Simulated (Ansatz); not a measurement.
Start from `[SiH3]Cl` and change one atom or group to get `Cl[SiH2][GeH3]`.

Ansatz, PBE0-D4/def2-TZVP geometries, multiplicity 1. 

Scalar relativity is left out up to krypton.

| property | `[SiH3]Cl` |
| --- | --- |
| size of the dipole moment (B3LYP/def2-TZVPP) / D | 1.25 |
| size of the dipole moment (ωB97M-V/def2-TZVPP) / D | 1.24 |
| HOMO–LUMO gap (B3LYP/def2-TZVPP) / eV | 8.47 |
| HOMO energy (PBE/def2-TZVPP) / eV | -7.65 |
| ideal-gas entropy at 298 K and 1 bar (rigid rotor, harmonic PBE0-D4/def2-TZVP) / J/(mol·K) | 251 |
| size of the dipole moment (PBE/def2-TZVPP) / D | 1.16 |

Problem. Give the same properties after the change, and the shifts. (Estimate.)

Solution. The calculation gave: 
```
                                                                                  property  `Cl[SiH2][GeH3]`  shift
                                          size of the dipole moment (B3LYP/def2-TZVPP) / D              1.24  -0.01
                                        size of the dipole moment (ωB97M-V/def2-TZVPP) / D              1.25   0.01
                                                     HOMO–LUMO gap (B3LYP/def2-TZVPP) / eV              7.32  -1.15
                                                         HOMO energy (PBE/def2-TZVPP) / eV             -6.99   0.66
ideal-gas entropy at 298 K and 1 bar (rigid rotor, harmonic PBE0-D4/def2-TZVP) / J/(mol·K)               336     85
                                            size of the dipole moment (PBE/def2-TZVPP) / D              1.17   0.01
```

With PBE0 the HOMO rises by 0.88 eV and the LUMO falls by 0.35 eV, so the gap narrows by about 1.23 eV. PBE moves the HOMO by 0.66 eV and ωB97M-V by 1.08 eV. The zero-point energy changes by 41.4 kJ/mol with +9 modes. Dipoles are sizes alone; their direction can turn.

B3LYP here is the variant with VWN-RPA as its local correlation; programs differ in this.
